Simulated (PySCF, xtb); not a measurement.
C₂H₇FOSi₂, SMILES [Si@@H](F)(C(=O)[SiH3])C. Other conformers were not sampled.

Harmonic wavenumbers (cm⁻¹) from GFN2-xTB (xtb) at its own minimum, in rising order: 16, 72, 91, 107, 114, 191, 238, 327, 332, 431, 520, 550, 624, 628, 724, 752, 760, 767, 795, 826, 841, 866, 1369, 1468, 1471, 1669, 2266, 2296, 2316, 2340, 3024, 3035, 3049.

### Question
What does B3LYP-D3(BJ)/def2-SVP run with PySCF give at its own minimum? (An estimate is asked for; the answer gives what the named calculation found.)

### Answer
33, 85, 93, 141, 146, 235, 250, 318, 353, 422, 581, 598, 674, 743, 761, 824, 839, 903, 919, 928, 940, 941, 1271, 1426, 1430, 1714, 2216, 2225, 2241, 2246, 3034, 3128, 3134. Paired by order, the mean absolute difference is 57 cm⁻¹ and the zero-point energies are 49.9 and 51.2 kcal/mol.
